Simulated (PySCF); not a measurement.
C₄H₃N₂, SMILES [c]1cncnc1, multiplicity 2. The structure is a stationary point at PBE-D3(BJ)/def2-SVP. The isomer is the one that the SMILES or the coordinates give; other isomers of the formula were not compared.

Calculation: PySCF 2.14.0 with PBE-D3(BJ)/def2-SVP.

Harmonic wavenumbers (cm⁻¹): 355, 376, 520, 672, 688, 859, 933, 953, 962, 1058, 1104, 1150, 1268, 1292, 1376, 1396, 1481, 1568, 3083, 3091, 3094. Rotational constants (GHz): 6.869, 5.912, 3.177; symmetry number 2.

Work out the zero-point energy and the ideal-gas rigid-rotor harmonic-oscillator thermochemistry at 298.15 K and 1 atm.

ZPE = ½ Σ hcν = ½ × 27280 cm⁻¹ = 163.17 kJ/mol. H − E(el) = 176.92 kJ/mol. Entropy in J/(mol K): translation 163.25, rotation 100.19, vibration 17.93, spin 5.76, total 287.14. G − E(el) = 91.31 kJ/mol. Cp = 72.62 J/(mol K).
